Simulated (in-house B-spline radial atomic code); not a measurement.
Whole-atom quantities along the 43-electron series, configuration 1s2 2s2 2p6 3s2 3p6 3d10 4s2 4p6 4d3/2(4) 4d5/2(3). Breit and QED terms are first order and not part of the total energy; the density at the nucleus is averaged over the nuclear charge. Computed with an all-electron radial atomic-structure program (B-spline basis): Dirac-Hartree-Fock, jj configuration that fills j = l - 1/2 first, finite nuclei.

```csv
ion,Z,E/Z² (Eh),Σ<r²> (bohr²),n(0)/Z³ (bohr⁻³),Lamb diamagnetic shielding (ppm),repulsion over attraction,Breit energy (eV),self-energy (eV),vacuum polarisation (eV)
Sb8+,51,-2.4845,15.127,1.5089,5390.62,0.14239,127.59,97.449,-12.621
Te9+,52,-2.5036,13.883,1.5507,5532.09,0.14039,136.36,104.4,-13.724
I10+,53,-2.5224,12.802,1.5973,5674.36,0.13841,145.55,111.73,-14.906
Xe11+,54,-2.5409,11.853,1.6444,5817.46,0.13644,155.17,119.43,-16.169
Cs12+,55,-2.559,11.015,1.6946,5961.44,0.1345,165.22,127.53,-17.52
Ba13+,56,-2.5768,10.268,1.7461,6106.34,0.13259,175.73,136.04,-18.963
La14+,57,-2.5943,9.5986,1.8012,6252.2,0.1307,186.69,144.98,-20.504
Ce15+,58,-2.6116,8.9963,1.8584,6399.07,0.12884,198.13,154.36,-22.148
Pr16+,59,-2.6286,8.4516,1.9188,6546.98,0.12701,210.06,164.21,-23.902
Nd17+,60,-2.6453,7.9568,1.9817,6695.98,0.1252,222.48,174.53,-25.772
Pm18+,61,-2.6618,7.5057,2.0447,6846.1,0.12343,235.42,185.35,-27.762
Sm19+,62,-2.678,7.0931,2.1035,6997.36,0.12169,248.88,196.69,-29.879
Eu20+,63,-2.6941,6.7144,2.1739,7149.88,0.11998,262.87,208.56,-32.136
```

**Question.** With what power of Z does the column «self-energy (eV)» change over this range?

**Answer.** A fit of the logarithm of its size against log Z from Z = 51 to 63 has slope 3.60. One-loop self-energy scales as Z⁴F(Zα), with F falling from low Z to about Z = 90.
